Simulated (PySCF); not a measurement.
C5H5B (SMILES C#CB(C)C#C), singlet, geometry from GFN2-xTB, atoms displaced at random by about 0.08 Å a coordinate; PBE/6-31G, gradient in PySCF.

The PySCF input:
```python
from pyscf import gto, scf, dft

mol = gto.M(
    atom='''
B     0.172311   -0.199573    0.150337
C    -1.124322   -0.653487   -0.104553
C    -2.458697   -0.922042   -0.512996
H    -3.362510   -1.230435   -0.515695
C     0.590062    1.237285   -0.225076
C     1.140507    2.316534   -0.492307
H     1.546388    3.279315   -0.945218
C     1.080579   -1.216174    0.928647
H     1.323566   -0.865082    1.860919
H     2.200240   -1.441378    0.423365
H     0.605792   -2.247109    1.079550
''',
    basis='6-31g',
    charge=0,
    spin=0,
    verbose=4,
)

mf = dft.RKS(mol)
mf.xc = 'pbe'
mf.grids.level = 0
mf.kernel()
g = mf.nuc_grad_method()
g.grid_response = False
grad = g.kernel()
```

Output, abridged:

```
PySCF version 2.14.0

[INPUT] verbose = 4
[INPUT] num. atoms = 11
[INPUT] num. electrons = 40
[INPUT] charge = 0
[INPUT] spin (= nelec alpha-beta = 2S) = 0
[INPUT] symmetry False subgroup None
[INPUT] Mole.unit = angstrom
[INPUT] Symbol           X                Y                Z      unit          X                Y                Z       unit  Magmom
[INPUT]  1 B      0.172311000000  -0.199573000000   0.150337000000 AA    0.325620598250  -0.377138311858   0.284095756389 Bohr   0.0
[INPUT]  2 C     -1.124322000000  -0.653487000000  -0.104553000000 AA   -2.124660655823  -1.234911455964  -0.197576535502 Bohr   0.0
[INPUT]  3 C     -2.458697000000  -0.922042000000  -0.512996000000 AA   -4.646263953290  -1.742406855346  -0.969421942997 Bohr   0.0
[INPUT]  4 H     -3.362510000000  -1.230435000000  -0.515695000000 AA   -6.354222991111  -2.325185164079  -0.974522313808 Bohr   0.0
[INPUT]  5 C      0.590062000000   1.237285000000  -0.225076000000 AA    1.115055576513   2.338129788032  -0.425331997213 Bohr   0.0
[INPUT]  6 C      1.140507000000   2.316534000000  -0.492307000000 AA    2.155245873149   4.377614818243  -0.930325399206 Bohr   0.0
[INPUT]  7 H      1.546388000000   3.279315000000  -0.945218000000 AA    2.922249802314   6.197007226178  -1.786203148009 Bohr   0.0
[INPUT]  8 C      1.080579000000  -1.216174000000   0.928647000000 AA    2.041998365956  -2.298235779817   1.754888496399 Bohr   0.0
[INPUT]  9 H      1.323566000000  -0.865082000000   1.860919000000 AA    2.501177247786  -1.634768055291   3.516627249999 Bohr   0.0
[INPUT] 10 H      2.200240000000  -1.441378000000   0.423365000000 AA    4.157851008313  -2.723809661973   0.800043900726 Bohr   0.0
[INPUT] 11 H      0.605792000000  -2.247109000000   1.079550000000 AA    1.144780968453  -4.246420582045   2.040053837774 Bohr   0.0

nuclear repulsion = 155.893953192266
number of shells = 40
number of NR pGTOs = 152
number of NR cGTOs = 64
basis = 6-31g
ecp = {}

******** <class 'pyscf.dft.rks.RKS'> ********
method = RKS
initial guess = minao
damping factor = 0
level_shift factor = 0
DIIS = <class 'pyscf.scf.diis.CDIIS'>
diis_start_cycle = 1
diis_space = 8
diis_damp = 0
SCF conv_tol = 1e-09
SCF conv_tol_grad = None
SCF max_cycles = 50
direct_scf = True
direct_scf_tol = 1e-13
XC library pyscf.dft.libxc version 7.1.2
    S. Lehtola, C. Steigemann, M. J. T. Oliveira, and M. A. L. Marques,  SoftwareX 7, 1–5 (2018)
XC functionals = pbe
    J. P. Perdew, K. Burke, and M. Ernzerhof,  Phys. Rev. Lett. 77, 3865 (1996)
    J. P. Perdew, K. Burke, and M. Ernzerhof,  Phys. Rev. Lett. 78, 1396 (1997)
    J. P. Perdew, K. Burke, and M. Ernzerhof,  Phys. Rev. Lett. 77, 3865 (1996)
    J. P. Perdew, K. Burke, and M. Ernzerhof,  Phys. Rev. Lett. 78, 1396 (1997)
radial grids:
    Treutler-Ahlrichs [JCP 102, 346 (1995); DOI:10.1063/1.469408] (M4) radial grids

becke partition: Becke, JCP 88, 2547 (1988); DOI:10.1063/1.454033
pruning grids: <function nwchem_prune>
grids dens level: 0
symmetrized grids: False
atomic radii adjust function: <function treutler_atomic_radii_adjust>
small_rho_cutoff = 0
Set gradient conv threshold to 3.16228e-05
Initial guess from minao.
tot grids = 9616
init E= -218.214821555221
  HOMO = -0.285344181796994  LUMO = -0.179866420929491  gap/eV = 2.87020
cycle= 1 E= -217.799241152468  delta_E= 0.416  |g|= 0.585  |ddm|=  3.5
  HOMO = -0.147385056668083  LUMO = -0.0671673211661847  gap/eV = 2.18284
cycle= 2 E= -216.969508746576  delta_E= 0.83  |g|= 1.68  |ddm|= 2.11
  HOMO = -0.197551721864056  LUMO = -0.0960264224364098  gap/eV = 2.76264
cycle= 3 E= -217.782592676533  delta_E= -0.813  |g|= 0.642  |ddm|=  1.9
  HOMO = -0.216483590344598  LUMO = -0.117204971815298  gap/eV = 2.70151
cycle= 4 E= -217.900824997316  delta_E= -0.118  |g|= 0.095  |ddm|= 0.504
  HOMO = -0.222978789422806  LUMO = -0.123254678481899  gap/eV = 2.71363
cycle= 5 E= -217.897677980323  delta_E= 0.00315  |g|= 0.142  |ddm|= 0.177
  HOMO = -0.225784370709964  LUMO = -0.125308981384204  gap/eV = 2.73407
cycle= 6 E= -217.902850727373  delta_E= -0.00517  |g|= 0.0424  |ddm|= 0.127
  HOMO = -0.221482279694063  LUMO = -0.122542050730472  gap/eV = 2.69230
cycle= 7 E= -217.903321724759  delta_E= -0.000471  |g|= 0.0126  |ddm|= 0.0491
  HOMO = -0.221772310353923  LUMO = -0.12242156695479  gap/eV = 2.70347
cycle= 8 E= -217.903367526079  delta_E= -4.58e-05  |g|= 0.00407  |ddm|= 0.0105
  HOMO = -0.221921178761454  LUMO = -0.122570566284778  gap/eV = 2.70347
cycle= 9 E= -217.903371904315  delta_E= -4.38e-06  |g|= 0.00114  |ddm|= 0.00308
  HOMO = -0.221870429131327  LUMO = -0.122540452920254  gap/eV = 2.70291
cycle= 10 E= -217.903372234659  delta_E= -3.3e-07  |g|= 0.000308  |ddm|= 0.000979
  HOMO = -0.221894249864199  LUMO = -0.122547777768234  gap/eV = 2.70336
cycle= 11 E= -217.90337226801  delta_E= -3.34e-08  |g|= 5.54e-05  |ddm|= 0.000392
  HOMO = -0.221893872976639  LUMO = -0.122549285033878  gap/eV = 2.70330
cycle= 12 E= -217.903372268932  delta_E= -9.22e-10  |g|= 1.64e-05  |ddm|= 9.24e-05
  HOMO = -0.221893766213215  LUMO = -0.122547797331339  gap/eV = 2.70334
Extra cycle  E= -217.903372268765  delta_E= 1.66e-10  |g|= 2.94e-05  |ddm|= 5.36e-05
converged SCF energy = -217.903372268765

******** <class 'pyscf.grad.rks.Gradients'> for <class 'pyscf.dft.rks.RKS'> ********
unit = Eh/Bohr
grid_response = False
--------------- RKS gradients ---------------
         x                y                z
0 B    -0.0705701413    -0.0312189766    -0.0121071905
1 C     0.2712870205     0.0584309660     0.0825383874
2 C    -0.3121766191    -0.0836153835    -0.0658222500
3 H     0.1262386215     0.0466345513     0.0048613085
4 C    -0.0130464391     0.0064570817    -0.0045443744
5 C    -0.0054753507    -0.0243736543     0.0216375923
6 H     0.0142939134     0.0325763266    -0.0201695405
7 C    -0.0368411325     0.0553881998     0.0625511238
8 H    -0.0156424152    -0.0249371959    -0.0596346977
9 H     0.0529373730    -0.0135077576    -0.0179998474
10 H    -0.0079171340    -0.0221323814     0.0066244445
----------------------------------------------
```
